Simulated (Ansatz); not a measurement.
Geometry optimisation, RKS B3LYP-D4/STO-3G in Ansatz 0.2.0.

The input (input.yaml):

```yaml
crystal:
  periodic: [false, false, false]
  atoms:
    - { symbol: B, position_ang: [-0.8303, -1.6981, 1.636] }
    - { symbol: B, position_ang: [0.4415, -0.6447, 1.5685] }
    - { symbol: O, position_ang: [1.43155, -0.43484, 2.67975] }
    - { symbol: C, position_ang: [1.73778, -1.19803, 3.72703] }
    - { symbol: C, position_ang: [2.57686, -0.78913, 4.86089] }
    - { symbol: O, position_ang: [1.33007, -2.4677, 3.72395] }
    - { symbol: H, position_ang: [-1.0061, -2.3494, 2.5679] }
    - { symbol: H, position_ang: [-1.5778, -1.7401, 0.7024] }
    - { symbol: H, position_ang: [0.45906, 0.09445, 0.60189] }
    - { symbol: H, position_ang: [2.49376, 0.30891, 4.92496] }
    - { symbol: H, position_ang: [2.27254, -1.28128, 5.77739] }
    - { symbol: H, position_ang: [3.64924, -1.03821, 4.60721] }
basis:
  gaussian: { orbitals: STO-3G }
hamiltonian:
  xc: b3lyp
  dispersion: d4
relax:
  f_tol: 0.015
  max_steps: 40
```

Command:

```bash
$ ansatz run input.yaml --threads 1 --pin off --max-ram 2048MiB --backend cpu --events-out ev --progress --plain --runs-dir out
```

Problem. Where does it end, and by what steps?

Solution. The forces met the threshold. The force dipped under the threshold on the way, but the program's further checks kept it going. Limits of this set-up: minimal basis. After 27 steps the energy has fallen by 3.799 eV; H8 moved furthest, 1.88 Å. The start is strongly strained (largest force component 10 eV/Å). Joined: B1–O6.

```
step  energy less start (eV)  largest force component (eV/Å)  accepted
   0                  0.0000                           9.513       yes
   1                 -1.2089                           4.467       yes
   2                 -1.4209                           1.359       yes
   3                 -1.6573                           0.740       yes
   4                 -1.7878                           0.954       yes
   5                 -1.9254                           0.565       yes
   6                 -2.1389                           0.531       yes
   7                 -2.4465                           0.829       yes
   8                 -2.9262                           1.107       yes
   9                 -3.3852                           1.032       yes
  10                 -3.5407                           1.844       yes
  11                 -3.7496                           0.500       yes
  12                 -3.5914                           2.128        no
  13                 -3.7856                           0.200       yes
  14                 -3.7949                           0.115       yes
  15                 -3.7969                           0.029       yes
  16                 -3.7977                           0.018       yes
  17                 -3.7978                           0.092       yes
  18                 -3.7981                           0.040       yes
  19                 -3.7985                           0.004       yes
  20                 -3.7984                           0.079        no
  21                 -3.7987                           0.019       yes
  22                 -3.7975                           0.159        no
  23                 -3.7873                           0.343        no
  24                 -3.7988                           0.001       yes
  25                 -3.7989                           0.011       yes
  26                 -3.7989                           0.023       yes
  27                 -3.7989                           0.015       yes
```

```xyz
12
Properties=species:S:1:pos:R:3
B -0.351 -1.765 2.151
B 0.444 -0.437 1.570
O 1.511 -0.124 2.497
C 1.453 -1.063 3.519
C 2.483 -0.968 4.654
O 0.531 -1.986 3.476
H -1.452 -1.608 2.541
H -0.242 -2.769 1.542
H 0.404 0.303 0.660
H 2.406 0.020 5.139
H 2.292 -1.764 5.390
H 3.499 -1.077 4.238
```

Run time: 78 s on 1 thread of Arm Neoverse V1, with other jobs on the host, peak memory 0.12 GiB.
